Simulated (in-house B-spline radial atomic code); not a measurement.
A fraction x of an electron is removed from 3s in P⁴⁺, starting from [Ne] 3s1 and keeping the highest spin. Method: scalar-relativistic (X2C) LDA VWN5, spin-polarised, spherical fractional occupations, Fermi nucleus of rms radius 3.1889 fm. Calculated with a radial B-spline atomic code at the basis-set limit.

```json
{"x": "0", "E(x) - E(0) (eV)": "0.0000", "3s up level (eV)": "-59.648"}
{"x": "0.03", "E(x) - E(0) (eV)": "1.7951", "3s up level (eV)": "-60.024"}
{"x": "0.24", "E(x) - E(0) (eV)": "14.6753", "3s up level (eV)": "-62.637"}
{"x": "0.34", "E(x) - E(0) (eV)": "21.0004", "3s up level (eV)": "-63.862"}
{"x": "0.4", "E(x) - E(0) (eV)": "24.8539", "3s up level (eV)": "-64.587"}
{"x": "0.5", "E(x) - E(0) (eV)": "31.3723", "3s up level (eV)": "-65.777"}
{"x": "0.58", "E(x) - E(0) (eV)": "36.6718", "3s up level (eV)": "-66.706"}
{"x": "0.64", "E(x) - E(0) (eV)": "40.6947", "3s up level (eV)": "-67.384"}
{"x": "0.81", "E(x) - E(0) (eV)": "52.3053", "3s up level (eV)": "-69.168"}
{"x": "1", "E(x) - E(0) (eV)": "65.5899", "3s up level (eV)": "-"}
```

The exact functional would give a straight line between the two integer points. Deviations E(x) - E(0) - x[E(1) - E(0)], in eV: -0.173 at x = 0.03, -1.066 at x = 0.24, -1.3 at x = 0.34, -1.382 at x = 0.4, -1.423 at x = 0.5, -1.37 at x = 0.58, -1.283 at x = 0.64, -0.823 at x = 0.81.

The curve lies below the straight line by up to 1.423 eV (at x = 0.5): convex, the delocalisation error that favours fractional charges.

Question: How well does Slater's transition state (minus the level at half occupation) give the ionisation energy?

Answer: It gives 65.777 eV against 65.590 eV from the two total energies; NIST lists 65.03 eV, ground level to ground level.
